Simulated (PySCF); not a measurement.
[TaH4]+ at several levels of theory

All levels use the PBE0 minimum (singlet; Ta–H 1.731 Å (×4); H–Ta–H 109.5° (×6)), basis [Ta def2-TZVP with ECP60, H def2-TZVP], scalar-relativistic core potentials, density fitting, no spin–orbit coupling, PySCF. For vertical energies the ionised species is a doublet (spins chosen at PBE0 and kept) and the electron-attached one a doublet. Open shells are unrestricted, also as the reference of the correlated levels. A dash marks a value that was not computed or is not defined at that level.

```tsv
level	vertical IP (eV)	vertical EA (eV)	−ε(HOMO) (eV)	gap (eV)
CCSD(T)	?	?	–	–
HF	18.41	7.33	19.48	13.86
MP2	18.91	7.52	–	–
PBE0	18.53	7.78	16.05	6.15
PBE	18.26	7.67	14.67	3.60
B3LYP	18.58	7.76	15.86	5.64
r2SCAN	?	?	?	?
wB97X	18.80	7.77	18.59	11.00
```

Question: Fill in the row of CCSD(T).

Answer: vertical IP (eV) 18.56, vertical EA (eV) 7.51.

Question: Fill in the row of r2SCAN.

Answer: vertical IP (eV) 18.44, vertical EA (eV) 7.77, −ε(HOMO) (eV) 15.04, gap (eV) 4.23.

For TaH₄⁺ itself CCSD(T) correlates 16 electrons; T1 = 0.018, D1 = 0.039, (T) = -24 kJ/mol.

Spin contamination in at least one species weakens the values at: HF, MP2.

With an element this heavy the missing spin–orbit coupling can shift these numbers.
